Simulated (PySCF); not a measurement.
W (tungsten, neutral) across methods

[Xe] 4f14 5d4 6s1 6p1, one real determinant (an excited configuration). Computed with PySCF 2.14 in x2c-TZVPPall, with scalar relativity by spin-free X2C-1e.

```csv
method,E (hartree),mean ε 5d α (eV),mean ε 6s α (eV),mean ε 6p α (eV),Σ⟨r²⟩ (bohr²),⟨S²⟩
UHF,-16138.17563,-11.630,-10.410,-5.084,76.79,12.006
BP86,-16145.42,-6.764,-7.498,-2.722,76.55,12.001
PBE,-16143.39,-6.682,-7.365,-2.630,76.65,12.001
r2SCAN,-16143.49,-7.034,-7.719,-2.749,75.97,12.003
CAM-B3LYP,-16144.31,-9.171,-9.299,-4.116,76.36,12.002
PBE0,-16143.16,-8.047,-8.223,-3.284,76.23,12.002
LDA,-16133.04,-6.786,-7.551,-2.692,76.54,12.001
M06-2X,-16144.97,-9.303,-9.278,-3.984,74.71,12.002
```

⟨L²⟩ = 7.94 against 12 for a pure F term, so this real determinant mixes terms. Spin-orbit coupling, absent here, splits the open shell strongly.
